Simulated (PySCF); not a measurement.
3-methylthietane (C4H8S), SMILES CC1CSC1.

Geometry optimised at ωB97X-D3(BJ)/def2-SVP.

Method: ωB97X-D3(BJ)/def2-SVP run with PySCF.

Frequencies are harmonic and unscaled.

**Question.** Give all harmonic wavenumbers and intensities. (The exact figures need the calculation; the answer reports its results.)

**Answer.** 
| mode | ν (cm⁻¹) | IR (km/mol) | moving atoms (share of kinetic energy) |
|---|---|---|---|
| 1 | 101 | 2.0 | C 48 %, H 32 %, S 21 % |
| 2 | 240 | 0.0 | H 94 % |
| 3 | 318 | 0.2 | C 55 %, H 41 % |
| 4 | 420 | 0.8 | C 49 %, H 47 % |
| 5 | 510 | 1.2 | C 43 %, S 41 %, H 16 % |
| 6 | 746 | 1.1 | C 61 %, S 26 %, H 14 % |
| 7 | 766 | 2.6 | C 57 %, H 28 %, S 15 % |
| 8 | 855 | 0.5 | H 78 %, C 22 % |
| 9 | 877 | 0.2 | C 61 %, H 36 % |
| 10 | 930 | 2.1 | H 63 %, C 36 % |
| 11 | 947 | 0.6 | H 59 %, C 41 % |
| 12 | 1005 | 3.3 | H 82 %, C 16 % |
| 13 | 1047 | 0.2 | H 98 % |
| 14 | 1124 | 1.6 | H 52 %, C 47 % |
| 15 | 1172 | 0.3 | C 51 %, H 49 % |
| 16 | 1219 | 14.2 | H 73 %, C 27 % |
| 17 | 1221 | 0.6 | H 57 %, C 43 % |
| 18 | 1257 | 0.6 | H 74 %, C 26 % |
| 19 | 1332 | 0.2 | H 67 %, C 33 % |
| 20 | 1371 | 0.5 | H 70 %, C 30 % |
| 21 | 1418 | 5.8 | H 63 %, C 37 % |
| 22 | 1467 | 1.9 | H 92 %, C 8 % |
| 23 | 1476 | 8.5 | H 96 % |
| 24 | 1480 | 3.4 | H 94 % |
| 25 | 1490 | 5.7 | H 86 %, C 14 % |
| 26 | 3057 | 17.6 | H 97 % |
| 27 | 3090 | 44.0 | H 95 % |
| 28 | 3092 | 11.7 | H 94 % |
| 29 | 3102 | 8.9 | H 92 %, C 8 % |
| 30 | 3151 | 17.6 | H 90 %, C 10 % |
| 31 | 3154 | 17.4 | H 90 %, C 10 % |
| 32 | 3166 | 5.1 | H 90 %, C 10 % |
| 33 | 3167 | 25.1 | H 90 %, C 10 % |
